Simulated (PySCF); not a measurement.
# O(2+): ionisation energy

O(2+) [He] 2s2 2p2 (3P) → O(3+) [He] 2s2 2p1 (2P), as a difference of total energies. Computed with PySCF 2.14 in aug-cc-pVDZ-DK (4s3p2d, 23 functions), with the spin-free X2C one-electron Hamiltonian (Gaussian nucleus). Correlated levels: valence: 1s2 frozen. The calculations carry no spin-orbit coupling.

```
           method  ionisation energy (eV)
              UHF                  54.626
           M06-2X                  55.152
            B3LYP                  55.525
    MP2 (valence)                  54.777
SCS-MP2 (valence)                  54.675
   CCSD (valence)                  54.540
CCSD(T) (valence)                  54.545
```

Problem. How much does correlation contribute at CCSD(T) (valence)?

Solution. 54.545 − (54.626) = -0.081 eV, measured against UHF.

Errors of the correlated levels include the incompleteness of this basis and the frozen core.

For comparison: 54.936 eV (semi-empirical (NIST evaluation); NIST Atomic Spectra Database, ionization energies).
